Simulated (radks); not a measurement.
Values are calculated unless marked as measured or tabulated.
Q: All-electron atom: Gd14+ in [Kr] 4d(3/2: 4, 5/2: 5) 4f(5/2: 3, 7/2: 0) 5s2 (not the ground configuration). Code: a radial shooting solver on a logarithmic mesh with Libxc functionals. Model: Dirac Kohn-Sham, relativistic LDA (MacDonald-Vosko exchange, VWN5 correlation), spin-unpolarised, spherical densities, finite nucleus; Fermi nuclear charge, rms radius 5.1569 fm. Some entries of the table are withheld. Estimate them.

orbital,occ.,eigenvalue (eV),<r> (bohr),<r^2> (bohr^2)
1s1/2,2,-50022.53,0.02200,0.0006603
2s1/2,2,-8519.728,0.09307,0.01029
2p1/2,2,-8114.782,0.07768,0.007458
2p3/2,4,-7426.760,0.08449,0.008689
3s1/2,2,-2123.914,0.2446,0.06849
3p1/2,2,-1946.741,0.2340,(1)
3p3/2,4,-1805.252,0.2470,(2)
3d3/2,4,-1496.711,0.2188,0.05631
3d5/2,6,-1465.712,0.2228,0.05827
4s1/2,2,-653.4867,0.5434,0.3328
4p1/2,2,-583.3734,(3),0.3453
4p3/2,4,-549.7067,(4),0.3785
4d3/2,4,(5),0.5970,0.4101
4d5/2,5,(6),0.6054,0.4213
4f5/2,3,-283.6634,0.6402,(7)
4f7/2,0,-282.4728,0.6439,(8)
5s1/2,2,-280.6337,1.096,(9)

A: 
(1) 3p1/2 <r^2> (bohr^2): 0.06368
(2) 3p3/2 <r^2> (bohr^2): 0.07070
(3) 4p1/2 <r> (bohr): 0.5515
(4) 4p3/2 <r> (bohr): 0.5778
(5) 4d3/2 eigenvalue (eV): -432.5938
(6) 4d5/2 eigenvalue (eV): -426.1399
(7) 4f5/2 <r^2> (bohr^2): 0.4814
(8) 4f7/2 <r^2> (bohr^2): 0.4866
(9) 5s1/2 <r^2> (bohr^2): 1.337
